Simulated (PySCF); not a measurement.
Aluminium: a sound run and one with changed settings

Sound run: Al²⁺ [Ne] 3s1, Al³⁺ [Ne]. All numbers are calculated (PySCF 2.14, scalar relativity by spin-free X2C-1e, in x2c-TZVPall (5s5p2d1f, 37 functions)). The sound run starts from symmetry-adapted Hartree-Fock orbitals and uses a fine grid where one is needed.

Changed run: initial guess sap, at most 50 SCF cycles.

| species | method | sound run (hartree) | changed run (hartree) | converged |
| --- | --- | --- | --- | --- |
| Al²⁺ | UHF | -241.45947 | -241.45947 | yes |
| Al²⁺ | MN15 | -241.87910 | -241.87910 | yes |
| Al²⁺ | PBE0 | -241.77814 | -241.77814 | yes |
| Al³⁺ | UHF | -240.42792 | -240.42792 | yes |
| Al³⁺ | MN15 | -240.84839 | -240.84839 | yes |
| Al³⁺ | PBE0 | -240.72354 | -240.72354 | yes |

Here the plain start reaches the same solutions.
